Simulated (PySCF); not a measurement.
Si(OSiH3)2(H)(F) (FH7O2Si3), SMILES F[SiH](O[SiH3])O[SiH3].

Geometry: PBE0-D3(BJ)/def2-SVP. One conformer was computed; it need not be the lowest.

Calculation: TDDFT-M06-2X/def2-SVPD in PySCF.

Vertical excitations. The molecule is in vacuum.

**Question.** Estimate the UV-visible absorptions. (An estimate is asked for; the answer gives what the named calculation found.)

**Answer.** 
```tsv
state	energy (eV)	λ (nm)	f	main pairs
S1	7.74	160	0.004	HOMO→LUMO 71 %
S2	7.86	158	0.007	HOMO−1→LUMO 56 %
S3	7.90	157	0.004	HOMO−2→LUMO 53 %, HOMO−1→LUMO+2 8 %, HOMO→LUMO+2 8 %
S4	8.01	155	0.005	HOMO−3→LUMO 45 %, HOMO→LUMO+2 17 %, HOMO−1→LUMO+2 12 %
S5	8.77	141	0.124	HOMO→LUMO+1 58 %, HOMO−3→LUMO+2 12 %
S6	8.88	140	0.045	HOMO−1→LUMO+1 50 %, HOMO−1→LUMO 11 %, HOMO−2→LUMO+2 9 %
S7	8.93	139	0.023	HOMO→LUMO+5 16 %, HOMO−2→LUMO+1 9 %, HOMO→LUMO+4 8 %, HOMO−1→LUMO+6 7 %
S8	8.95	139	0.112	HOMO−2→LUMO+1 22 %, HOMO→LUMO+3 15 %, HOMO→LUMO+2 10 %, HOMO−3→LUMO+1 7 %
S9	9.00	138	0.085	HOMO−3→LUMO+1 21 %, HOMO−1→LUMO+2 14 %, HOMO−3→LUMO 13 %, HOMO−1→LUMO+3 11 %
S10	9.04	137	0.007	HOMO−2→LUMO+3 12 %, HOMO−2→LUMO+6 11 %, HOMO−1→LUMO+8 11 %, HOMO→LUMO+9 10 %
T1	7.39	168	0	HOMO→LUMO 67 %, HOMO−3→LUMO+2 11 %
T2	7.52	165	0	HOMO−1→LUMO 52 %, HOMO−2→LUMO+2 11 %
T3	7.56	164	0	HOMO−2→LUMO 44 %, HOMO→LUMO+2 13 %, HOMO−2→LUMO+2 8 %
T4	7.61	163	0	HOMO−3→LUMO 39 %, HOMO−1→LUMO+2 15 %, HOMO−2→LUMO 10 %, HOMO→LUMO+2 9 %
```
Triplets are in the Tamm–Dancoff approximation, which puts them higher than full response would, so one can lie above its singlet here.
